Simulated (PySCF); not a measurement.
AlFH4O2Si, SMILES [OH][Al]([F])[O][SiH3].

Coordinates come from a PBE-D3(BJ)/def2-SVP optimisation. The structure was generated by enumeration; whether it is a known compound was not checked. The values are those of a single conformer.

Two levels are set side by side: PBE/def2-TZVP (PySCF) and M06-2X/def2-TZVP (PySCF). Same geometry, gas phase. Differences are taken from unrounded values.

```
quantity                       PBE
---------------------------  -----
orbital gap (eV)              5.50
highest occupied level (eV)  -7.43
lowest empty level (eV)      -1.93
dipole moment (D)             1.00
mean polarisability (bohr³)   55.4
```

### Question
These are the PBE values. What does M06-2X give? (Estimate from the structure and the level; the computed values follow.)

### Answer

```tsv
quantity	M06-2X	PBE minus M06-2X
orbital gap (eV)	9.79	-4.29
highest occupied level (eV)	-10.27	2.84
lowest empty level (eV)	-0.48	-1.44
dipole moment (D)	0.90	0.10
mean polarisability (bohr³)	50.4	5.0
```

PBE's occupied levels lie high since its potential decays too fast outside the molecule; exact exchange lowers them and widens the gap. PBE's more diffuse valence density responds more strongly to a field. Differences between two approximate levels are no errors against the true value.

Rough cost on one machine, each run with all the roots and properties that it gave: M06-2X against PBE about 3 times.
